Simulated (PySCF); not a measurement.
**Two-dimensional NMR puzzle**

Compound of formula C6H14O. Correlations simulated from computed shifts and the bond graph:

HSQC (one-bond C–H):
```tsv
δH	δC
3.58	60.5
1.25	18.6
1.24	29.6
```

COSY cross peaks (H two or three bonds apart, from the bond graph; peaks can be absent where the dihedral angle is near 90°):
```tsv
δH	δH
3.58	1.25
```

HMBC (two and three bonds, from the bond graph):
```tsv
δH	δC
3.58	74.5, 18.6
1.25	60.5
1.24	74.5, 29.6
```

Carbons without hydrogens: δ 74.5.

Computed data (PySCF 2.14): shielding tensors at PBE0/pcSseg-1 (GIAO), geometry: GFN2-xTB. A single conformation, gas phase, relativity neglected, averaged over atoms made equivalent by symmetry, fast rotation or ring inversion.

Referencing at the same level of theory: TMS for ¹H (σ = 31.72 ppm), ¹³C (σ = 186.93 ppm).

Exchangeable hydrogens are left out of these lists.

Q: Which molecule is this?

A: SMILES CC(OCC)(C)C.

Mapped SMILES: `[CH3:1][CH2:2][O:3][C:4]([CH3:5])([CH3:6])[CH3:7]`. Hydrogens are named by the atom that carries them.

- δC 74.5 is C4, a fully substituted sp3 carbon bonded to O.
- δC 60.5 is C2, an sp3 CH2 bonded to O (δH 3.58).
- δC 29.6 is C5/C6/C7, a methyl carbon (δH 1.24).
- δC 18.6 is C1, a methyl carbon (δH 1.25).
- HMBC from δH 3.58 reaches the proton-free carbon C4.
- HMBC from δH 1.24 reaches the proton-free carbon C4.
- COSY links 3.58–1.25.

This is the structure that produced the data.

Shifts are as computed. Against solution values, carbons near 30 ppm lie about +3 ppm off and those near 130 ppm about +5 ppm. Of 1211 compounds with measured shifts, 218 miss one by over three times the rms of a fit or turn the order of signals round; such compounds aren't used in these exercises.
